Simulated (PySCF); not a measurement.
## Ne⁺ (neon, charge +1) across methods

[He] 2s1 2p5 3s1, high-spin 4P determinant (an excited configuration). Computed with PySCF 2.14 in aug-cc-pCVTZ-DK (7s6p4d2f, 59 functions), with the spin-free X2C one-electron Hamiltonian (Gaussian nucleus).

```json
{"method": "PBE0", "E (hartree)": "-126.3258", "mean ε 2p α (eV)": "-49.609", "mean ε 2p β (eV)": "-43.834", "mean ε 3s α (eV)": "-11.345", "Σ⟨r²⟩ (bohr²)": "14.00", "⟨S²⟩": "3.751"}
{"method": "r2SCAN", "E (hartree)": "-126.3734", "mean ε 2p α (eV)": "-47.423", "mean ε 2p β (eV)": "-42.022", "mean ε 3s α (eV)": "-10.671", "Σ⟨r²⟩ (bohr²)": "14.06", "⟨S²⟩": "3.752"}
{"method": "r2SCANh", "E (hartree)": "-126.3647", "mean ε 2p α (eV)": "-48.691", "mean ε 2p β (eV)": "-42.930", "mean ε 3s α (eV)": "-10.964", "Σ⟨r²⟩ (bohr²)": "14.05", "⟨S²⟩": "3.752"}
{"method": "BHandHLYP", "E (hartree)": "-126.3784", "mean ε 2p α (eV)": "-53.029", "mean ε 2p β (eV)": "-46.337", "mean ε 3s α (eV)": "-11.959", "Σ⟨r²⟩ (bohr²)": "13.97", "⟨S²⟩": "3.752"}
{"method": "M06", "E (hartree)": "-126.3847", "mean ε 2p α (eV)": "-49.564", "mean ε 2p β (eV)": "-44.106", "mean ε 3s α (eV)": "-11.103", "Σ⟨r²⟩ (bohr²)": "13.99", "⟨S²⟩": "3.751"}
{"method": "PBE", "E (hartree)": "-126.3461", "mean ε 2p α (eV)": "-46.058", "mean ε 2p β (eV)": "-41.375", "mean ε 3s α (eV)": "-10.555", "Σ⟨r²⟩ (bohr²)": "14.00", "⟨S²⟩": "3.751"}
{"method": "PW91", "E (hartree)": "-126.4203", "mean ε 2p α (eV)": "-46.184", "mean ε 2p β (eV)": "-41.525", "mean ε 3s α (eV)": "-10.602", "Σ⟨r²⟩ (bohr²)": "13.98", "⟨S²⟩": "3.751"}
{"method": "LDA", "E (hartree)": "-125.6918", "mean ε 2p α (eV)": "-46.113", "mean ε 2p β (eV)": "-41.369", "mean ε 3s α (eV)": "-10.608", "Σ⟨r²⟩ (bohr²)": "13.98", "⟨S²⟩": "3.751"}
{"method": "UHF", "E (hartree)": "-126.01128", "mean ε 2p α (eV)": "-59.417", "mean ε 2p β (eV)": "-49.718", "mean ε 3s α (eV)": "-13.275", "Σ⟨r²⟩ (bohr²)": "14.05", "⟨S²⟩": "3.753"}
```

The outer electron is Rydberg-like, and this basis confines it to a smaller radius and binds it less than a complete one would.
